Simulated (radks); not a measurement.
Excited configurations of He+: one electron is placed in a higher orbital outside the bare nucleus. The ground configuration is 1s1. All-electron calculation, non-relativistic Kohn-Sham, BLYP, spin-unpolarised, spherical densities, point nucleus; without spin polarisation the odd electron is poorly described. Program: a radial shooting solver on a logarithmic mesh with Libxc functionals. Excitation = E - E(ground); binding = E(ion) - E, where the ion is the core of charge +2; n* = 2/sqrt(2 binding) in atomic units, and the quantum defect is n - n*.

outer orbital  excitation (eV)  binding (eV)     n*  quantum defect  eigenvalue (eV)  <r> (bohr)
3s                      45.709         6.240  2.953           0.047           -4.856       6.582
3p                      45.767         6.182  2.967           0.033           -4.688       6.141
4d                      48.387         3.563  3.908           0.092           -2.675       10.15
6f                      50.253         1.696  5.665           0.335           -1.313       22.69

The Delta-SCF ionisation energy is 51.949 eV (NIST Atomic Spectra Database: 54.418 eV, theoretical). Self-interaction in the functional shifts the binding energies and quantum defects, so they are the method's values and not measured ones. Spin polarisation and multiplet splitting are left out, so open shells lie too high by an amount that depends on their filling.
